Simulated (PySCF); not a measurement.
C₄H₁₆Ge₂Si.
Numbering: `[CH3:1][CH2:2][Ge@@H:3]([CH2:4][SiH3:5])[GeH2:6][CH3:7]` (hydrogens: H8, H9, H10 on C1; H11, H12 on C2; H13 on Ge3; H14, H15 on C4; H16, H17, H18 on Si5; H19, H20 on Ge6; H21, H22, H23 on C7)

Theory: PySCF 2.14.0, PBE0-D3(BJ)/def2-SVP geometry optimisation, gas phase.

Task: Give the optimised bond lengths and angles.

Result: 
| bond | length (pm) |
| --- | --- |
| C1–C2 | 152.2 |
| C2–Ge3 | 196.8 |
| Ge3–C4 | 197.1 |
| C4–Si5 | 187.5 |
| Ge3–Ge6 | 242.9 |
| Ge6–C7 | 195.9 |
| C1–H8, C1–H9, C1–H10 | 110.2 |
| C2–H11 | 110.3 |
| C2–H12 | 110.3 |
| Ge3–H13 | 154.9 |
| C4–H14 | 110.3 |
| C4–H15 | 110.3 |
| Si5–H16, Si5–H17, Si5–H18 | 149.7 |
| Ge6–H19 | 154.7 |
| Ge6–H20 | 154.7 |
| C7–H21, C7–H22, C7–H23 | 109.9 |

Bonds in one row agree within 1 pm and their mean is given. A selection of angles:
| angle | degrees |
| --- | --- |
| C2–C1–H8 | 111.8 |
| H8–C1–H9 | 107.1 |
| C1–C2–Ge3 | 113.6 |
| C1–C2–H11 | 110.8 |
| C1–C2–H12 | 111.0 |
| Ge3–C2–H11 | 107.3 |
| Ge3–C2–H12 | 107.4 |
| H11–C2–H12 | 106.3 |
| C2–Ge3–C4 | 109.1 |
| C2–Ge3–Ge6 | 110.9 |
| C2–Ge3–H13 | 109.3 |
| C4–Ge3–Ge6 | 110.0 |
| C4–Ge3–H13 | 108.1 |
| Ge6–Ge3–H13 | 109.4 |
| Ge3–C4–Si5 | 114.6 |
| Ge3–C4–H14 | 108.1 |
| Ge3–C4–H15 | 108.2 |
| Si5–C4–H14 | 109.5 |
| Si5–C4–H15 | 108.9 |
| H14–C4–H15 | 107.3 |
| C4–Si5–H16 | 110.7 |
| C4–Si5–H18 | 110.2 |
| H16–Si5–H17 | 108.3 |
| Ge3–Ge6–C7 | 112.5 |
| Ge3–Ge6–H19 | 109.2 |
| Ge3–Ge6–H20 | 109.6 |
| C7–Ge6–H19 | 109.0 |
| C7–Ge6–H20 | 109.4 |
| H19–Ge6–H20 | 106.9 |
| Ge6–C7–H21 | 110.4 |
| H21–C7–H22 | 108.7 |

Torsions: C1–C2–Ge3–C4 -62° (synclinal); C2–Ge3–C4–Si5 -175° (antiperiplanar); C2–Ge3–Ge6–C7 152° (antiperiplanar).

Ge3 (germanium bonded to 2 C, Ge and H) is tetrahedral (angles from 108.1° to 110.9°). Si5 (SiH3 silicon) is tetrahedral (angles from 107.7° to 111.9°). Ge6 (germanium bonded to C, Ge and 2 H) is tetrahedral (angles from 106.9° to 112.5°).

Point group: C1 (no symmetry element, even within 0.4 Å). No PBE0-D3(BJ)/def2-SVP frequencies stand behind this structure, so it isn't proved a minimum. The numbers are those of one conformer.

Hardware: an Arm Neoverse V2 with one thread, no GPU, shared host. Cost: 5.7 min wall. That covers the optimisation of the geometry.
